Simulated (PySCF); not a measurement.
C₆H₉N₃S.
Bonds: C1–C2, C2–C3, C3–C4 (aromatic), C4–C5 (aromatic), C5–S6, S6–C7, C5–N8 (aromatic), N8–N9 (aromatic), N9–N10 (aromatic), C3–N10 (aromatic). Hydrogens: H11, H12, H13 on C1; H14, H15 on C2; H16 on C4; H17, H18, H19 on C7.

All values: PBE0/pcSseg-1 (PySCF, non-relativistic), on one gas-phase PBE0-D3(BJ)/def2-SVP geometry that isn't relaxed in the solvent. The solvent is an IEF-PCM continuum (Bondi radii, 1.10 Å for H, scaled by 1.2). The model holds no explicit solvent molecules, cavitation or dispersion.

Gas phase at PBE0/pcSseg-1: HOMO -7.14 eV, LUMO -1.74 eV, dipole 3.58 D.

Task: What does the continuum do to the energy, the frontier levels and the dipole at PBE0/pcSseg-1 in benzene and acetone?

Result: 
| solvent | ε | E(solvent) − E(gas) (kcal/mol) | polarisation term (kcal/mol) | distortion of the solute (kcal/mol) | HOMO (eV) | LUMO (eV) | dipole (D) |
| --- | --- | --- | --- | --- | --- | --- | --- |
| benzene | 2.271 | -3.84 | -4.20 | 0.36 | -7.12 | -1.78 | 4.22 |
| acetone | 20.49 | -8.46 | -10.39 | 1.93 | -7.12 | -1.85 | 5.15 |

Polarisation term: ½ Σ q·V over the induced surface charges. Distortion: the rise of the solute's own energy as its density leaves the gas-phase optimum. From benzene to acetone the lowering changes by a factor 2.20, Onsager's factor (ε − 1)/(2ε + 1) by 2.02 and ε itself by 9.0.

Task: Which radius a makes the point-dipole formula ΔE = −[(ε − 1)/(2ε + 1)]·μ²/a³ give the value in acetone, with the gas-phase dipole?

Result: μ = 1.408 au and |ΔE| = 0.01348 Eh give a = 2.16 Å; the farthest nucleus lies 5.03 Å from the centroid of the nuclei, so such a sphere wouldn't even hold the nuclei. The formula assumes a rigid point dipole at the centre of a sphere.

Task: Which Mulliken charges (PBE0/pcSseg-1) respond most in acetone (means over atoms taken as equivalent)?

Result: 
```json
{"atoms": "N9", "environment": "pyridine-type nitrogen", "gas (e)": "-0.004", "solvent (e)": "-0.051", "change": "-0.047"}
{"atoms": "N10", "environment": "pyridine-type nitrogen", "gas (e)": "-0.284", "solvent (e)": "-0.320", "change": "-0.036"}
{"atoms": "C4", "environment": "aromatic CH carbon", "gas (e)": "-0.085", "solvent (e)": "-0.056", "change": "+0.029"}
{"atoms": "H16", "environment": "aromatic hydrogen", "gas (e)": "+0.115", "solvent (e)": "+0.143", "change": "+0.028"}
{"atoms": "N8", "environment": "pyridine-type nitrogen", "gas (e)": "-0.327", "solvent (e)": "-0.350", "change": "-0.023"}
{"atoms": "H14/H15", "environment": "methylene hydrogen", "gas (e)": "+0.136", "solvent (e)": "+0.148", "change": "+0.012"}
{"atoms": "C1", "environment": "methyl carbon", "gas (e)": "-0.287", "solvent (e)": "-0.296", "change": "-0.009"}
{"atoms": "H17/H18/H19", "environment": "methyl hydrogen", "gas (e)": "+0.166", "solvent (e)": "+0.174", "change": "+0.008"}
```

Task: Which Mayer bond orders change most in acetone?

Result: 
```csv
bond,length (Å),gas,solvent,change
N10–C3,1.349,1.325,1.310,-0.015
C5–N8,1.335,1.346,1.338,-0.008
S6–C7,1.802,1.000,0.993,-0.007
N8–N9,1.312,1.345,1.350,+0.005
C2–H15,1.101,0.954,0.949,-0.005
C7–H17,1.098,0.946,0.941,-0.005
C5–S6,1.744,1.095,1.098,+0.003
C3–C4,1.382,1.383,1.385,+0.002
```

Hardware: an Arm Neoverse V1 with one thread, no GPU, shared host with 64 logical CPUs at a one-minute load of 19. Cost: 42 s of wall time, 1.2 GiB resident at most. This is the whole shielding run at PBE0/pcSseg-1 in acetone, SCF included.

The values belong to the conformer `[CH3:1][CH2:2][c:3]1[cH:4][c:5]([S:6][CH3:7])[n:8][n:9][n:10]1`: C1–C2–C3–C4 -116°, C4–C5–S6–C7 180°.
